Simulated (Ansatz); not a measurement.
Consider the cleavage of the B–Si bond: `CB(C)[SiH2]N` + CH₃SH → `CSB(C)C` + `N[SiH3]`.

Program: Ansatz. Geometries: PBE0-D4/def2-TZVP. ΔE: electronic, gas phase. CCSD(T)/CBS is the MP2 limit (def2-TZVPP, def2-QZVPP) plus CCSD(T) − MP2 in def2-TZVPP, frozen cores. This one scheme is used for every species. DFT in def2-TZVPP. Each species was taken in one conformer, which may not be the lowest.

| level | ΔE (kcal/mol) |
| --- | --- |
| PBE-D4 | -28.9 |
| revPBE | -27.7 |

Problem. What does CCSD(T)/CBS give? (Best estimate.)

Solution. The calculation gave: -30.3 kcal/mol. The listed levels differ from it by 1.4, 2.6 kcal/mol.

Problem. What do rigid-rotor, harmonic-oscillator terms from PBE0-D4/def2-TZVP frequencies (298.15 K, 1 bar) make of the CCSD(T)/CBS value? (Estimate.)

Solution. Computed: ΔZPE = +1.1 kcal/mol, ΔH = -29.6 kcal/mol, ΔS = -16 J/(mol·K), ΔG = -28.5 kcal/mol. Modes under 50 cm⁻¹ make the entropy rough.

Largest T1 diagnostic among the species: 0.012.

In def2-TZVPP, CCSD(T) changes the Hartree–Fock value by −1.0 kcal/mol (the triples alone add −0.7 kcal/mol) and MP2 by −3.4 kcal/mol. From BLYP to BHLYP (50 % exact exchange), in def2-TZVPP and without D4, ΔE moves by −1.2 kcal/mol. At CCSD(T), def2-SVP lies −2.2 kcal/mol from the extrapolated value and def2-TZVPP −0.1 kcal/mol.
